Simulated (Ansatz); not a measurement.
Hg2O3⁻. Total charge -1; doublet. Geometry PBE0-D4/def2-SVPD.

```
atom    x (Å)    y (Å)    z (Å)
 Hg1  -1.6603  -0.1234  -0.4819
 Hg2   1.5592   0.0792   0.7528
  O3  -0.3875  -0.1693   1.0382
  O4  -2.9667  -0.0954  -1.8860
  O5   3.4553   0.3088   0.5769
```

In the def2 sets Hg takes a core potential; there is no spin–orbit coupling. HSE06 is defined as in plane-wave codes, on full-range PBE exchange. Another isomer (doublet) lies 0.55 eV lower at PBE0-D4/def2-TZVPD; other spin states weren't run for this one.

Question: Estimate the α-spin orbital energies around the gap (eV) in Ansatz with PBE-D4/def2-TZVPD, r2SCAN-D4/def2-TZVPD, PBE0-D4/def2-TZVPD, HSE06-D4/def2-TZVPD, ωB97X-V/def2-TZVPD.

Answer: 
```tsv
orbital	PBE-D4/def2-TZVPD	r2SCAN-D4/def2-TZVPD	PBE0-D4/def2-TZVPD	HSE06-D4/def2-TZVPD	ωB97X-V/def2-TZVPD
HOMO−9	-7.06	-7.50	-8.94	-8.52	-10.27
HOMO−8	-4.66	-4.87	-5.85	-5.43	-10.02
HOMO−7	-4.16	-4.36	-5.38	-4.97	-9.43
HOMO−6	-3.35	-3.65	-4.98	-4.56	-8.58
HOMO−5	-3.34	-3.53	-4.58	-4.19	-7.74
HOMO−4	-3.25	-3.44	-4.56	-4.15	-6.90
HOMO−3	-2.31	-2.75	-4.21	-3.80	-6.46
HOMO−2	-1.88	-2.24	-3.56	-3.15	-5.00
HOMO−1	-1.57	-1.87	-3.22	-2.81	-3.42
HOMO	-1.52	-1.80	-3.12	-2.71	-3.39
LUMO	1.63	1.89	2.49	2.14	3.73
LUMO+1	2.57	2.91	3.10	2.81	3.94
LUMO+2	2.58	2.93	3.13	2.82	4.09
LUMO+3	2.81	3.21	3.47	3.17	4.71
LUMO+4	3.26	3.63	3.83	3.53	5.23
LUMO+5	3.50	3.87	4.06	3.77	5.25
β HOMO	-1.23	-1.07	-1.25	-0.97	-3.37
β LUMO	-0.92	-0.79	-0.38	-0.64	1.36
```
